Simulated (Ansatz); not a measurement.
Computed with Ansatz on PBE0-D4/def2-TZVP structures; ΔE is electronic, products minus reactants. CCSD(T)/CBS adds triple-zeta CCSD(T) − MP2 to the extrapolated MP2 energy (def2 sets, frozen cores). This one scheme is used for every species. Functionals use def2-TZVPP. B3LYP here is the variant with VWN-RPA as its local correlation; programs differ in this. Each species was taken in one conformer, which may not be the lowest.

Reaction (formal exchange of groups at the Si–O bond): `C[SiH](N)O` + `BF` → `C[SiH](N)BF` + H₂O

`C[SiH](N)O`:

Cartesian coordinates in Å:
```
C -0.516 -1.347 -0.222
Si -0.073 0.452 -0.400
N 1.312 0.720 0.579
O -1.286 1.472 0.057
H -1.441 -1.564 -0.762
H 0.268 -1.990 -0.631
H -0.667 -1.620 0.827
H 0.111 0.804 -1.832
H 1.827 1.584 0.539
H 1.905 -0.048 0.844
H -1.440 1.536 1.002
```

`BF`:

Cartesian coordinates in Å:
```
B -0.044 -0.023 -0.005
F 1.124 0.573 0.121
H -0.287 -0.938 0.728
H -0.793 0.388 -0.845
```

`C[SiH](N)BF`:

Cartesian coordinates in Å:
```
C -0.182 -1.439 -0.772
Si 0.307 -0.053 0.400
N 1.449 1.085 -0.211
B -1.340 1.016 0.940
F -2.312 0.428 1.622
H -0.891 -2.118 -0.287
H -0.650 -1.052 -1.680
H 0.693 -2.024 -1.067
H 0.919 -0.700 1.600
H 2.391 0.818 -0.443
H 1.143 1.861 -0.775
H -1.528 2.179 0.674
```

H₂O:

```xyz
3

O     0.294   -0.186    0.174
H    -0.028    0.699    0.358
H    -0.266   -0.513   -0.532
```

CCSD(T)/CBS gives +1.49 eV.

Question: Another level gave +1.60 eV. Which?
A. MP2/def2-TZVPP
B. HF/def2-TZVPP
C. PBE0-D4/def2-TZVPP
D. B3LYP/def2-TZVPP

Answer: A. MP2/def2-TZVPP 1.60, PBE0-D4 1.38, B3LYP 1.53, HF/def2-TZVPP 1.73 eV.

Largest T1 diagnostic among the species: 0.013.

In def2-TZVPP, CCSD(T) changes the Hartree–Fock value by −0.21 eV (the triples alone add −0.02 eV) and MP2 by −0.13 eV. From PBE to PBE0 (25 % exact exchange), in def2-TZVPP and without D4, ΔE moves by +0.07 eV.
